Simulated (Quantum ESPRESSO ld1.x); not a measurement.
Species: V IV. Configuration: [Ne] 3s2 3p5.75 3d2 4f0.25 (fractional occupations, a model configuration). Calculated with ld1.x of Quantum ESPRESSO 7.5: non-relativistic Kohn-Sham, LDA (Slater exchange, Perdew-Wang correlation), spin-polarised, spherical densities, point nucleus; open shells are filled with parallel spins first. Some entries of the table are withheld. Estimate them.

| orbital | occ. | eigenvalue (Ry) | <1/r> (bohr^-1) | <r^2> (bohr^2) |
|---|---|---|---|---|
| 1s up | 1 | -393.3261 | 22.48 | 0.006054 |
| 1s down | 1 | -393.3181 | 22.48 | 0.006054 |
| 2s up | 1 | -46.5372 | 4.721 | 0.1150 |
| 2s down | 1 | -46.4591 | 4.727 | 0.1147 |
| 2p up | 3 | -39.7717 | 4.671 | 0.09356 |
| 2p down | 3 | -39.7078 | 4.675 | 0.09328 |
| 3s up | 1 | -7.8486 | 1.498 | 1.018 |
| 3s down | 1 | -7.6576 | 1.493 | 1.024 |
| 3p up | 3 | -5.9868 | 1.388 | 1.142 |
| 3p down | 2.75 | -5.8003 | 1.381 | 1.154 |
| 3d up | 2 | -3.0460 | 1.122 | (1) |
| 3d down | 0 | -2.8705 | 1.109 | (2) |
| 4s up | 0 | -2.1690 | (3) | 6.905 |
| 4s down | 0 | -2.0852 | (4) | 7.108 |
| 4p up | 0 | -1.7300 | 0.4770 | (5) |
| 4p down | 0 | -1.6568 | 0.4674 | (6) |
| 4f up | 0.25 | -0.7513 | 0.2390 | 25.67 |
| 4f down | 0 | -0.7135 | 0.2299 | 27.69 |

Answer. 
(1) 3d up <r^2> (bohr^2): 1.592
(2) 3d down <r^2> (bohr^2): 1.653
(3) 4s up <1/r> (bohr^-1): 0.5427
(4) 4s down <1/r> (bohr^-1): 0.5335
(5) 4p up <r^2> (bohr^2): 8.902
(6) 4p down <r^2> (bohr^2): 9.223
